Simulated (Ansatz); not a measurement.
Start from `CC(C)[O][GaH][OH]` and change one atom or group to get `CC(C)[O][Sn][SH]`.

Ansatz, PBE0-D4/def2-TZVP geometries, multiplicity 1. Each molecule was computed in one conformer, which needn't be the lowest.

Elements past krypton have def2 core potentials. Scalar relativity is left out up to krypton.

| property | `CC(C)[O][GaH][OH]` |
| --- | --- |
| size of the dipole moment (PBE/def2-TZVPP) / D | 1.85 |
| HOMO–LUMO gap (PBE/def2-TZVPP) / eV | 5.05 |
| size of the dipole moment (ωB97M-V/def2-TZVPP) / D | 1.99 |
| HOMO energy (ωB97M-V/def2-TZVPP) / eV | -10.26 |
| HOMO energy (PBE0/def2-TZVPP) / eV | -7.85 |
| LUMO energy (ωB97M-V/def2-TZVPP) / eV | 1.15 |

(1) Give the same properties after the change, and the shifts. (An estimate is asked.)

Results:

(1) The calculation gave: 
```json
{"property": "size of the dipole moment (PBE/def2-TZVPP) / D", "`CC(C)[O][Sn][SH]`": "0.98", "shift": "-0.87"}
{"property": "HOMO–LUMO gap (PBE/def2-TZVPP) / eV", "`CC(C)[O][Sn][SH]`": "3.32", "shift": "-1.73"}
{"property": "size of the dipole moment (ωB97M-V/def2-TZVPP) / D", "`CC(C)[O][Sn][SH]`": "1.24", "shift": "-0.75"}
{"property": "HOMO energy (ωB97M-V/def2-TZVPP) / eV", "`CC(C)[O][Sn][SH]`": "-9.13", "shift": "1.13"}
{"property": "HOMO energy (PBE0/def2-TZVPP) / eV", "`CC(C)[O][Sn][SH]`": "-7.12", "shift": "0.73"}
{"property": "LUMO energy (ωB97M-V/def2-TZVPP) / eV", "`CC(C)[O][Sn][SH]`": "-0.48", "shift": "-1.63"}
```

With PBE0 the HOMO rises by 0.73 eV and the LUMO falls by 1.67 eV, so the gap narrows by about 2.40 eV. PBE moves the HOMO by 0.22 eV and ωB97M-V by 1.13 eV. Dipoles are sizes alone; their direction can turn.
